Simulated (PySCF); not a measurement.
A PySCF script (with the pyscf-properties extension) for the NMR shieldings of SMILES [SiH3]O[SiH](O[SiH3])O[SiH2]Cl, ClH9O3Si4, on a GFN2-xTB geometry:

```python
import basis_set_exchange as bse
import numpy as np
from pyscf import gto, dft
from pyscf.prop import nmr

atoms = """
Si    2.478654   -0.984181    0.071891
O     1.424905   -0.500357   -1.069522
Si   -0.007436    0.125949   -1.436725
O    -0.238598    1.530150   -0.686970
Si   -0.325342    2.346918    0.714389
O    -1.166442   -0.911033   -0.980796
Si   -2.187359   -1.433716    0.150257
Cl   -1.230695   -1.789078    1.868472
H     3.525912   -1.608843   -0.733027
H     2.944996    0.202283    0.791275
H     1.825387   -1.927918    0.976446
H    -0.107381    0.317243   -2.859619
H    -1.384304    3.322242    0.460768
H     0.986865    2.961077    0.916533
H    -0.669890    1.453039    1.821208
H    -2.682223   -2.683999   -0.405406
H    -3.194046   -0.407746    0.390917
"""
names = dict.fromkeys(["Si", "O", "Cl", "H"], "pcSseg-1")
basis = {el: gto.basis.parse(bse.get_basis(n, elements=[el], fmt="nwchem")) for el, n in names.items()}
mol = gto.M(atom=atoms, basis=basis, charge=0, verbose=0)
mf = dft.RKS(mol, xc="PBE0")
mf.grids.level = 2
mf.grids.alignment = dft.numint.BLKSIZE   # the property module wants whole blocks of grid points
mf.conv_tol = 1e-9
mf.kernel()

calc = nmr.RKS(mf)   # GIAO
C = mf.mo_coeff
Co = C[:, mf.mo_occ > 0]
resp = mf.gen_response(singlet=True, hermi=2)
def vind(x):   # induced exchange potential for any number of trial vectors
    d = np.einsum("pi,xij,qj->xpq", C, 2 * x.reshape(-1, C.shape[1], Co.shape[1]), Co, optimize=True)
    return np.einsum("xpq,pi,qj->xij", resp(d - d.transpose(0, 2, 1)), C, Co, optimize=True).ravel()
mo1, _ = nmr.rhf.solve_mo1(calc, with_cphf=vind)
sigma = calc.kernel(mo1)
for i, s in enumerate(sigma):   # ppm
    w = np.linalg.eigvalsh((s + s.T) / 2)
    print("%2d %-2s iso %8.1f  s11 %8.1f  s22 %8.1f  s33 %8.1f" % (i, mol.atom_pure_symbol(i), w.mean(), *w))
```

Question: What does it print?

Answer: 
```
 0 Si iso    392.4  s11    358.7  s22    361.0  s33    457.5
 1 O  iso    281.8  s11    246.4  s22    298.4  s33    300.7
 2 Si iso    428.2  s11    416.2  s22    430.4  s33    438.1
 3 O  iso    284.0  s11    249.7  s22    294.0  s33    308.4
 4 Si iso    392.1  s11    355.3  s22    362.4  s33    458.5
 5 O  iso    233.8  s11    194.8  s22    239.3  s33    267.4
 6 Si iso    379.4  s11    360.3  s22    378.1  s33    399.7
 7 Cl iso    899.3  s11    740.1  s22    954.7  s33   1003.1
 8 H  iso     26.6  s11     22.7  s22     24.5  s33     32.4
 9 H  iso     26.4  s11     22.9  s22     25.2  s33     31.1
10 H  iso     26.2  s11     21.7  s22     27.5  s33     29.5
11 H  iso     27.6  s11     24.1  s22     24.2  s33     34.7
12 H  iso     26.6  s11     23.0  s22     24.4  s33     32.2
13 H  iso     26.4  s11     23.0  s22     24.6  s33     31.7
14 H  iso     26.3  s11     21.9  s22     27.6  s33     29.4
15 H  iso     26.3  s11     21.9  s22     24.4  s33     32.7
16 H  iso     26.2  s11     22.6  s22     24.2  s33     31.7
```

These numbers come from an equivalent density-fitted implementation of the same equations, which agrees with the script to about 0.01 ppm for H and up to a few tenths of a ppm for heavy atoms, so last digits may differ.

Question: Turn these shieldings into chemical shifts. Referencing at the same level of theory: TMS for 29Si (σ = 349.16 ppm), 1H (σ = 31.72 ppm); 17O (σ = 336.08 ppm) against H2O; 35Cl (σ = 949.78 ppm) vs HCl.

Answer: Averaging equivalent atoms: Si 6: -30.2; Si 0/4: -43.1; Si 2: -79.1; O 5: 102.3; O 1/3: 53.2; Cl 7: 50; H 15/16: 5.46; H 8/9/10/12/13/14: 5.30; H 11: 4.07 ppm. Experimental scales use liquid or dissolved standards, which lie at an offset from isolated H2O (liquid H2O: subtract about 36 ppm).

Size and cost of the density-fitted run: 216 basis functions, 66 s wall time on 1 thread of an Arm Neoverse V1, shared host; peak memory 0.98 GiB.
